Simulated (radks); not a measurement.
Results of a calculation; reference values are marked as such.
Spherical quantum dot in the effective-mass picture: electrons in a hard-walled sphere of radius 1.79, with a point charge +1 (a donor) at the centre, all in effective atomic units (hartree* = m*/eps^2 hartree, bohr* = eps/m* bohr), one dielectric constant everywhere. Level of theory: non-relativistic Kohn-Sham, LDA (Slater exchange, Perdew-Wang correlation), spin-polarised, spherical densities (a radial shooting solver with Libxc functionals). Levels are named by radial order and angular momentum (1s, 1p, 1d, 2s, ...), and open shells are averaged over m.

N = 23, configuration 1s2 1p6 1d10 2s2 1f(up 3, down 0). This is the lowest configuration that the search found. Occupied and some empty levels:

| level | occupation | eigenvalue (hartree*) | <r> (bohr*) |
|---|---|---|---|
| 1s up | 1 | 17.919 | 1.070 |
| 1s down | 1 | 17.989 | 1.065 |
| 1p up | 3 | 19.019 | 1.178 |
| 1p down | 3 | 19.100 | 1.176 |
| 1d up | 5 | 20.639 | 1.241 |
| 1d down | 5 | 20.726 | 1.240 |
| 2s up | 1 | 22.296 | 0.7952 |
| 2s down | 1 | 22.331 | 0.7976 |
| 1f up | 3 | 22.747 | 1.288 |
| 1f down | 0 | 22.838 | 1.287 |
| 1g up | 0 | 25.307 | 1.325 |
| 1g down | 0 | 25.400 | 1.325 |
| 2p up | 0 | 25.615 | 0.9333 |
| 2p down | 0 | 25.659 | 0.9334 |
| 2d up | 0 | 29.078 | 1.019 |
| 2d down | 0 | 29.131 | 1.018 |

Energy (hartree*): total 273.876, kinetic 114.08, external -22.374, Hartree 202.49, exchange-correlation -20.321.
